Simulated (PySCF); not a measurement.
This PySCF input asks for the NMR shieldings of SMILES S1C=C(C#C)[C@H](C)[SiH2]C1, C₇H₁₀SSi; the geometry comes from GFN2-xTB.

```python
import basis_set_exchange as bse
import numpy as np
from pyscf import gto, dft
from pyscf.prop import nmr

atoms = """
C     2.326554   -2.615044   -0.693930
C     1.693528   -1.596394   -0.617492
C     0.908008   -0.431010   -0.458019
C     1.069053    0.561370   -1.344478
S     0.320215    2.125874   -1.499431
C    -0.940851    2.240844   -0.187923
Si   -0.402922    1.276450    1.358826
C    -0.069692   -0.474881    0.689788
C    -1.352437   -1.182557    0.232994
H     2.889907   -3.495192   -0.783544
H     1.788666    0.445415   -2.143457
H    -1.879301    1.874935   -0.602397
H    -1.049243    3.306782   -0.002005
H    -1.507236    1.285212    2.320048
H     0.824255    1.867176    1.896068
H     0.379984   -1.091761    1.475646
H    -1.831033   -0.636449   -0.577434
H    -2.057085   -1.267866    1.057687
H    -1.120172   -2.183654   -0.128408
"""
names = dict.fromkeys(["C", "S", "Si", "H"], "pcSseg-1")
basis = {el: gto.basis.parse(bse.get_basis(n, elements=[el], fmt="nwchem")) for el, n in names.items()}
mol = gto.M(atom=atoms, basis=basis, charge=0, verbose=0)
mf = dft.RKS(mol, xc="PBE0")
mf.grids.level = 2
mf.grids.alignment = dft.numint.BLKSIZE   # the property module wants whole blocks of grid points
mf.conv_tol = 1e-9
mf.kernel()

calc = nmr.RKS(mf)   # GIAO
C = mf.mo_coeff
Co = C[:, mf.mo_occ > 0]
resp = mf.gen_response(singlet=True, hermi=2)
def vind(x):   # induced exchange potential for any number of trial vectors
    d = np.einsum("pi,xij,qj->xpq", C, 2 * x.reshape(-1, C.shape[1], Co.shape[1]), Co, optimize=True)
    return np.einsum("xpq,pi,qj->xij", resp(d - d.transpose(0, 2, 1)), C, Co, optimize=True).ravel()
mo1, _ = nmr.rhf.solve_mo1(calc, with_cphf=vind)
sigma = calc.kernel(mo1)
for i, s in enumerate(sigma):   # ppm
    print("%2d %-2s %9.2f" % (i, mol.atom_pure_symbol(i), np.trace(s) / 3))
```

**Question.** What are the results?

**Answer.** 
```
 0 C     103.91
 1 C      95.78
 2 C      65.73
 3 C      46.16
 4 S     465.06
 5 C     178.19
 6 Si    403.70
 7 C     167.08
 8 C     166.59
 9 H      29.08
10 H      25.20
11 H      29.29
12 H      29.88
13 H      27.67
14 H      27.48
15 H      29.85
16 H      30.86
17 H      30.73
18 H      29.77
```

These numbers come from an equivalent density-fitted implementation of the same equations, which agrees with the script to about 0.01 ppm for H and up to a few tenths of a ppm for heavy atoms, so last digits may differ.

**Question.** Turn these shieldings into chemical shifts. Referencing at the same level of theory: ¹³C (186.93 ppm) and ²⁹Si (349.16 ppm) and ¹H (31.72 ppm) vs TMS; CS2 for ³³S (503.73 ppm).

**Answer.** Averaging equivalent atoms: C 3: 140.8; C 2: 121.2; C 1: 91.1; C 0: 83.0; C 8: 20.3; C 7: 19.8; C 5: 8.7; S 4: 39; Si 6: -54.5; H 10: 6.51; H 14: 4.24; H 13: 4.04; H 9: 2.64; H 11: 2.42; H 15: 1.87; H 12: 1.84; H 16/17/18: 1.26 ppm. 

Size and cost of the density-fitted run: 217 basis functions, 86 s wall time on 1 thread of an Arm Neoverse N1, shared host; peak memory 1 GiB.
